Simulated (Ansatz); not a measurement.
Reaction (substitution at a C–C bond): `CCCCCCCCCCS` + H–F → `FCS` + `CCCCCCCCC`

Computed with Ansatz on PBE0-D4/def2-TZVP structures; ΔE is electronic, products minus reactants. CCSD(T)/CBS adds triple-zeta CCSD(T) − MP2 to the extrapolated MP2 energy (def2 sets, frozen cores). This one scheme is used for every species. DFT in def2-TZVPP. One conformer a species, not always the lowest.

```csv
level,ΔE (kcal/mol),difference from CCSD(T)/CBS
PBE0-D4,11.7,-2.7
ωB97X-V,10.0,-4.4
ωB97M-V,10.6,-3.8
B2PLYP,10.5,-3.9
r2SCAN,9.4,-5.0
HF/def2-TZVPP,8.9,-5.5
MP2/def2-TZVPP,15.6,1.2
SCS-MP2/def2-TZVPP,13.5,-0.9
CCSD/def2-TZVPP,12.8,-1.6
CCSD(T)/def2-TZVPP,13.1,-1.3
CCSD(T)/CBS,14.4,0
```

Largest T1 diagnostic among the species: 0.011.

The D4 term adds +1.6 kcal/mol with B3LYP and +0.9 kcal/mol with PBE0; it sums over pairs of atoms, weighted by their polarisabilities, and B3LYP, whose exchange is more repulsive, gets the larger term. In def2-TZVPP, CCSD(T) changes the Hartree–Fock value by +4.2 kcal/mol (the triples alone add +0.3 kcal/mol) and MP2 by +6.7 kcal/mol. From PBE to PBE0 (25 % exact exchange), in def2-TZVPP and without D4, ΔE moves by +1.9 kcal/mol.

B3LYP here is the variant with VWN-RPA as its local correlation; programs differ in this.
